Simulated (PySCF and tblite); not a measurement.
The numbers below are computed, except where a source is named.
5 regioisomers of C₇H₆FN:

```tsv
isomer	SMILES
A	[CH2:1]=[CH:2][c:3]1[cH:4][cH:5][cH:6][n:7][c:8]1[F:9]
B	[CH2:1]=[CH:2][c:3]1[cH:4][cH:5][n:6][c:7]([F:8])[cH:9]1
C	[CH2:1]=[CH:2][c:3]1[cH:4][c:5]([F:6])[cH:7][cH:8][n:9]1
D	[CH2:1]=[CH:2][c:3]1[cH:4][n:5][cH:6][c:7]([F:8])[cH:9]1
E	[CH2:1]=[CH:2][c:3]1[cH:4][cH:5][c:6]([F:7])[n:8][cH:9]1
```

Each isomer is a Boltzmann average at 298.15 K over at most 3 conformers: GFN2-xTB geometries, energies B3LYP/def2-SVP (IEF-PCM, dichloromethane) (D3(BJ) added where defined), GIAO shieldings KT2/pcSseg-1 (IEF-PCM, dichloromethane), GFN2-xTB thermal terms. Programs: PySCF with density fitting and tblite.

(1) What shifts does each isomer give (ppm; of two unlike H on one atom, a is the less shielded)?

Shifts are unscaled: against experiment ¹³C can be off by 15 ppm or more and ¹H by 0.8 ppm.

## Answers

(1) 
A: ¹H (against TMS): 8.19 (H4, 1H), 8.17 (H6, 1H), 7.26 (H5, 1H), 6.93 (H2, 1H), 6.38 (H1a, 1H), 5.82 (H1b, 1H). ¹³C (against TMS): 161.9 (C8), 142.9 (C6), 131.8 (C4), 127.2 (C2), 118.9 (C5), 116.9 (C3), 116.3 (C1).

B: ¹H (against TMS): 8.29 (H5, 1H), 7.18 (H4, 1H), 6.99 (H9, 1H), 6.75 (H2, 1H), 6.59 (H1a, 1H), 5.93 (H1b, 1H). ¹³C (against TMS): 166.6 (C7), 144.5 (C5), 144.3 (C3), 133.7 (C2), 118.6 (C1), 115.2 (C4), 102.1 (C9).

C: ¹H (against TMS): 8.58 (H8, 1H), 7.05 (H4, 1H), 6.99 (H1a, 1H), 6.94 (H7, 1H), 6.81 (H2, 1H), 5.83 (H1b, 1H). ¹³C (against TMS): 171.8 (C5), 152.2 (C3), 146.6 (C8), 135.3 (C2), 118.8 (C1), 107.5 (C7), 106.9 (C4).

D: ¹H (against TMS): 8.41 (H4, 1H), 8.36 (H6, 1H), 7.65 (H9, 1H), 6.73 (H2, 1H), 6.44 (H1a, 1H), 5.80 (H1b, 1H). ¹³C (against TMS): 162.7 (C7), 139.1 (C4), 132.7 (C6), 131.7 (C2), 130.8 (C3), 115.5 (C1), 114.8 (C9).

E: ¹H (against TMS): 8.30 (H9, 1H), 8.14 (H4, 1H), 7.01 (H5, 1H), 6.68 (H2, 1H), 6.28 (H1a, 1H), 5.63 (H1b, 1H). ¹³C (against TMS): 165.0 (C6), 142.4 (C9), 133.2 (C4), 131.2 (C2), 126.9 (C3), 112.5 (C1), 107.1 (C5).
